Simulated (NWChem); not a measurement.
# BeSiH₃OF; SMILES [O]([Be][F])[SiH3]

```xyz
7

Be     0.0000     0.0000    -1.3852
F      0.0000     0.0000    -2.7802
O      0.0000     0.0000     0.0302
Si     0.0000     0.0000     1.6931
H     -0.8785    -1.1084     2.2059
H     -0.5207     1.3150     2.2059
H      1.3992    -0.2066     2.2059
```
Atoms are numbered in this order, from 1.

Computed with NWChem. The geometry was optimised at PBE-D3(BJ)/def2-SVP.

Task: Among these, which level gives the highest value of “highest occupied level (eV)”?
A. B3LYP/STO-3G
B. B3LYP/aug-pcseg-1
C. B3LYP/pcseg-1
D. B3LYP/pcseg-2

Result: A, B3LYP/STO-3G. Values: B3LYP/aug-pcseg-1 -8.86; B3LYP/pcseg-2 -8.84; B3LYP/pcseg-1 -8.80; B3LYP/STO-3G -4.96
